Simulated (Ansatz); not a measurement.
Potential energy surface of H2Mg, singlet: symmetric bend, bond length relaxed. Scanned: H-Mg-H angle. Other coordinates (Mg-H bond length) were minimised at B3LYP/def2-TZVP.

Levels: CCSD(T)/def2-TZVP = CCSD(T) on RHF/def2-TZVP, frozen core (Ansatz, a first-principles code); RKS-PBE/def2-TZVP = restricted PBE/def2-TZVP (Ansatz); RKS-B3LYP/def2-TZVP = restricted B3LYP/def2-TZVP run with Ansatz; RKS-CAM-B3LYP/def2-TZVP = restricted CAM-B3LYP/def2-TZVP (Ansatz); CCSDT(Q)/def2-TZVP = CCSDT(Q) on RHF/def2-TZVP, frozen core (Ansatz); FCI/def2-TZVP = full CI/def2-TZVP, frozen core (Ansatz).

Cost and accuracy over the 13 points of the scan, with FCI/def2-TZVP as yardstick. Costs are rough ratios of core time within Ansatz on shared cores, each with its mean field (Kohn-Sham runs search longer for lower solutions than correlated ones do); the miss is the largest error against full CI of the profile after the mean shift, in kJ/mol.

**Question.** Which is the cheapest of these levels that stays within 1.9 kJ/mol of FCI/def2-TZVP?

**Answer.** CCSD(T)/def2-TZVP.

| level | relative cost | largest error |
|---|---|---|
| CCSD(T)/def2-TZVP | 1 | 0.4 |
| RKS-PBE/def2-TZVP | 1 | 3.4 |
| RKS-B3LYP/def2-TZVP | 1 | 9.6 |
| RKS-CAM-B3LYP/def2-TZVP | 1 | 14.6 |
| CCSDT(Q)/def2-TZVP | 5 | 0.1 |

Costs within a factor of two of each other count as equal.
